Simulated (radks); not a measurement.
Problem. The mean radii <r> (bohr) of the occupied orbitals of an atom or ion are listed with their occupations. Calculated with a radial shooting solver on a logarithmic mesh with Libxc functionals: non-relativistic Kohn-Sham, TPSS, spin-polarised, spherical densities, point nucleus; meta-GGA in the generalised Kohn-Sham scheme.

orbital  occ.      <r>
1s up       1  0.07354
1s down     1  0.07354
2s up       1   0.3455
2s down     1   0.3454
2p up       3   0.3086
2p down     3   0.3085
3s up       1    1.082
3s down     1    1.080
3p up       3    1.170
3p down     3    1.167
3d up       1    1.699
4s up       1    3.347

Name the element and its charge. Open shells, if any, are filled with parallel spins first.

Solution. Z = 21, scandium, charge +1: Sc+ in [Ar] 3d1 4s1. The 1s radius gives Z: for a bare nucleus <r> = 1.5/Z, 0.07143 bohr for Z = 21, and screening makes it slightly larger (0.07354 here). The occupations add up to 20, and the charge is Z minus that.
